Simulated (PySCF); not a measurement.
## Multinuclear NMR of C₄H₉ClO₂Si₂

Numbering as in the mapped SMILES `[O:1]=[C:2]([OH:3])[CH2:4]/[CH:5]=[C:6](\[Cl:7])[SiH2:8][SiH3:9]`. Each H is labelled by its parent atom.

PySCF 2.14.0 with density-fitted response routines calculation with GFN2-xTB geometry and GIAO PBE0/pcSseg-1 shieldings; equivalent nuclei averaged, non-relativistic Hamiltonian, single conformer, gas phase.

**Question.** What are the 29Si shifts?

**Answer.** 
```tsv
atoms	environment	σ (ppm)	δ (ppm)
Si8	silicon bonded to C, Si, 2 H	414.5	-60.8
Si9	silicon bonded to Si, 3 H	465.6	-102.7
```

Shieldings were converted by a linear fit to measured shifts: 29Si: δ = 279.94 − 0.822σ (rms 8.9 ppm, 72 shifts, 25.8 ppm with the 6 outliers that the fit left out vs TMS, solution or neat liquid). Occasional misses reach two or three times the rms, and more in compound classes unlike the fitted ones.

On a 600 MHz spectrometer 29Si resonates near 119.2 MHz, so 1 ppm is 119.2 Hz.

**Question.** Predict the 17O NMR data.

**Answer.** 
| atoms | environment | σ (ppm) | δ (ppm) |
| --- | --- | --- | --- |
| O1 | carbonyl oxygen | -109.5 | 366.4 |
| O3 | acid hydroxyl oxygen | 126.1 | 151.8 |

Shieldings were converted by a linear fit to measured shifts: 17O: δ = 266.70 − 0.911σ (rms 10.7 ppm, 155 shifts, 12.2 ppm with the 3 outliers that the fit left out vs liquid water, solution or neat liquid). Occasional misses reach two or three times the rms, and more in compound classes unlike the fitted ones.

On a 600 MHz spectrometer 17O resonates near 81.3 MHz, so 1 ppm is 81.3 Hz.

In solution the two oxygens of a carboxylic acid exchange roles by proton transfer and give one 17O line. Hydrogen bonding in solution shields acid and N–H amide carbonyl oxygens by tens of ppm.
